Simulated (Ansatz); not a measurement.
## Cost against result

Saddle point of AlNH4F2, closed shell (AlHF₂ ([F][AlH][F]) + NH₃ → AlNH₂F₂ ([NH2][Al]([F])[F]) + H₂; bonds formed: H2–H5; dative contacts that become bonds: Al1–N6; bonds broken: Al1–H2, H5–N6), PBE0-D4/def2-TZVP structure:

| atom | x (Å) | y (Å) | z (Å) |
| --- | --- | --- | --- |
| Al1 | -0.5304 | -0.6965 | 0.1050 |
| H2 | -1.0902 | 0.5424 | -1.0468 |
| F3 | -0.1909 | -2.0669 | -0.7381 |
| F4 | -1.5535 | -0.7083 | 1.3921 |
| H5 | -0.2045 | 0.8561 | -0.6794 |
| N6 | 0.8539 | 0.5397 | 0.2031 |
| H7 | 1.7526 | 0.3730 | -0.2304 |
| H8 | 0.9631 | 1.1605 | 0.9944 |

Barriers are electronic and count from the start structure reached by relaxing down the imaginary mode.

Computed with Ansatz 0.2.0 (basis: as named in each row); correlated methods freeze the cores. B3LYP uses VWN-RPA correlation. Extrapolation: Hartree–Fock as exp(−7.88 √X), correlation as X^−2.97.

Times are rough, for one single point on 2 threads of a shared host (Arm Neoverse V1).

The estimate by CCSD(T) at an estimated basis limit (MP2 extrapolated from triple and quadruple zeta, plus CCSD(T) − MP2 in triple zeta) is 1.592 eV.

```
      method       basis  time (s)  barrier (eV)  method less estimate
          HF      STO-3G   under 1         2.559                 0.967
      PBE-D4      STO-3G   under 1         1.228                -0.364
       SPW92    def2-SVP   under 1         1.209                -0.383
    B3LYP-D4       6-31G   under 1         1.910                 0.318
      PBE-D4    def2-SVP   under 1         1.341                -0.251
     PBE0-D4    def2-SVP         1         1.528                -0.064
       SPW92  def2-TZVPP         1         1.176                -0.416
      PBE-D4  def2-TZVPP         2         1.304                -0.288
     BLYP-D4  def2-TZVPP         2         1.379                -0.213
     CCSD(T)    def2-SVP         2         1.754                 0.162
    BHLYP-D4  def2-TZVPP         3         1.703                 0.110
     PBE0-D4  def2-TZVPP         3         1.468                -0.124
    B3LYP-D4  def2-TZVPP         3         1.505                -0.087
CAM-B3LYP-D4  def2-TZVPP         3         1.570                -0.022
   r2SCAN-D4  def2-TZVPP         4         1.375                -0.217
     wB97M-V    def2-SVP         4         1.618                 0.026
  RPA on PBE  def2-TZVPP         4         1.596                 0.004
      B2PLYP  def2-TZVPP         4         1.547                -0.045
  r2SCAN0-D4  def2-TZVPP         5         1.506                -0.086
    PBE-QIDH  def2-TZVPP         5         1.575                -0.017
     wB97X-V  def2-TZVPP         8         1.605                 0.013
      B97M-V  def2-TZVPP         8         1.539                -0.053
     wB97M-V  def2-TZVPP         8         1.584                -0.008
         MP2  def2-QZVPP        15         1.534                -0.058
     CCSD(T)  def2-TZVPP        63         1.609                 0.017
```

All methods are single points on the PBE0-D4 structures.

No T1 diagnostic of these runs exceeds 0.013.

The step is the kind of exchange with an N–H group that builds nitride films in atomic layer and chemical vapour deposition.

Labels in which every atom is bracketed show which atoms are joined, not bond orders.
